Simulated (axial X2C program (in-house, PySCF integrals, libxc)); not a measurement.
## NiI at several levels of theory

Calculated with an axial X2C code built on PySCF integrals. Spin-free means the one-electron spin-free X2C Hamiltonian; two-component (2c) means X2C with spin–orbit coupling and atomic mean-field two-electron Coulomb and Gaunt terms, so the difference of the two also holds small scalar two-electron terms. Basis: I dyall-v2z [9s9p7d], Ni dyall-v2z [7s8p4d2f] (cores contracted in-house); Gaussian nuclei, density fitting, unrestricted open shells. Masses: I 126.904 u, Ni 57.935 u.

Input:
```json
{"zs": [53, 28], "q": 0, "bas": ["dyall-v2z", "dyall-v2z"], "levels": ["PBE0", "HF", "M06", "r2SCAN0"], "cc": false, "r0": 2.43, "npts": 10, "nst": 2, "ntry": 6}
```
```bash
python so2c.py task.json out
```

Keys: zs atomic numbers; q charge; bas basis sets; levels methods; cc coupled cluster on or off; r0 starting distance in Å; npts points on the curve; nst determinants followed; ntry starts of the search. HF also brings MP2.

State, spin-free: M_S = 1/2, Λ = 1 (beyond evenly filled blocks: π+α, π+β, π-α); electrons by block: σα: 17, σβ: 17, π+α: 9, π+β: 9, π-α: 9, π-β: 8, δ+α: 3, δ+β: 3, δ-α: 3, δ-β: 3. Fragments: I + Ni.

State, 2c: Ω = 3/2 (⟨Sz⟩ = 0.48, ⟨Lz⟩ = 1.02 at PBE0); electrons by block: 1/2: 26, -1/2: 26, 3/2: 12, -3/2: 11, 5/2: 3, -5/2: 3. Fragments: I + Ni.

```tsv
Hamiltonian	level	Re (Å)	ωe (cm⁻¹)	ωexe (cm⁻¹)	αe (cm⁻¹)	De (eV)	k (mdyn/Å)	μ (D)
spin-free	PBE0	2.378	269.0	0.739	0.000292	3.09	1.7	4.55
spin-free	HF	2.505	233.0	0.58	0.000253	0.658	1.27	6.68
spin-free	MP2	2.372	279.6	0.721	0.00028	2.98	1.83	n/a
spin-free	M06	2.375	279.3	0.77	0.00028	2.98	1.83	3.95
spin-free	r2SCAN0	2.373	271.7	0.715	0.000287	2.80	1.73	4.84
2c	PBE0	2.379	267.5	0.753	0.000296	n/a	1.68	4.44
2c	r2SCAN0	2.374	270.4	0.724	0.00029	n/a	1.71	4.76
```

Correlated methods: 17 electrons correlated (number of frozen shells: I 4 s, 3 p, 2 d; Ni 3 s, 2 p), 141 virtual spin orbitals or spinors in MP2.

Dipoles are positive if Ni is the positive end.

One determinant describes the state; a PBE0 search over occupations chose it and may have missed a lower one. De is counted from the lowest determinant-based energies of the atoms at the same level, without counterpoise correction. De is not given where an atomic determinant may have missed its ground term or J level, or where the truncated virtual space spoils (T). Density functionals use the spin component along the axis (collinear). Other states lie close and PBE0, whose exact exchange favours high spin, may order them wrongly; the determinant shown need not be the ground state. The nearest other spin-free determinant of the search, M_S = 1/2, Λ = 2, lies 0.03 eV up at the distance of the search. Without a current term, density functionals place determinants with orbital angular momentum somewhat too high.

No reliable constants came from HF (2c), M06 (2c), MP2 (2c): no minimum in range, unconverged points, a curve that is not smooth, a change of character along it, or the two Hamiltonians disagreeing along it.

Rough cost a point (2c) on 1 thread(s) of a shared host, integrals apart: PBE0 1.3 s, r2SCAN0 1.7 s.

The whole task took 3.1 min on 1 thread of Arm Neoverse N1 (shared host).
